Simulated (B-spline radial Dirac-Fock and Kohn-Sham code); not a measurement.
## Hg²⁺: non-radiative channels of the N2 vacancy

System: Hg²⁺, [Xe] 4f14 5d10, inside a Watson sphere of charge -2 and radius 1.8 Å (a model of the Madelung potential; inside it an electron's potential energy is raised by 16.0 eV).

The run's input, task.json:

```json
{"items": [{
  "Z": 80,
  "q": 2,
  "cfg": [[1, 0, 2], [2, 0, 2], [2, 1, 6], [3, 0, 2], [3, 1, 6], [3, 2, 10], [4, 0, 2], [4, 1, 6], [4, 2, 10], [4, 3, 14], [5, 0, 2], [5, 1, 6], [5, 2, 10]],
  "A": 202,
  "rrms": 5.4648,
  "watson": [-2, 1.8],
  "do": ["binding", "quiet", "decay"],
  "holes": ["K", "L1", "L2", "L3", "M1", "M2", "M3", "M4", "M5", "N1", "N2", "N3", "N4", "N5", "N6", "N7"]
}]}
```

Run with: `python xray_run.py task.json out`

Method: independent-particle rates on relativistic LDA orbitals of the hole state (multipoles up to L = 3, Coulomb Auger matrix elements, transition energies from Dirac-Fock). Computed with an atomic code on a B-spline grid. Kinetic energies are configuration averages from the vacuum level; the two-hole energies are estimated from single-hole states.

```
transition  kinetic energy (eV)  width (meV)  share (%)
   N2-N4O1                146.9          640        4.9
   N2-N4N6                165.2         2030       15.7
   N2-N4N7                166.5         4380       33.9
   N2-N5N6                182.2          654        5.1
   N2-N4O2                189.7          485        3.8
   N2-N4O3                208.5          724        5.6
   N2-N5O2                208.9          411        3.2
   N2-N4O4                270.2          321        2.5
   N2-N4O5                272.1          530        4.1
   N2-N7O2                473.1          491        3.8
```

Coster-Kronig rates are the weakest part of this model and often come out 1.5 to 2.5 times too large. Super-Coster-Kronig decay this fast strains the one-particle picture, and such widths tend to come out too large. The listed channels hold 82 % of the non-radiative rate. Summed by principal shells, of 12.9 eV in all: NNN 58.6 %, NNO 39.8 %, NOO 1.6 %.
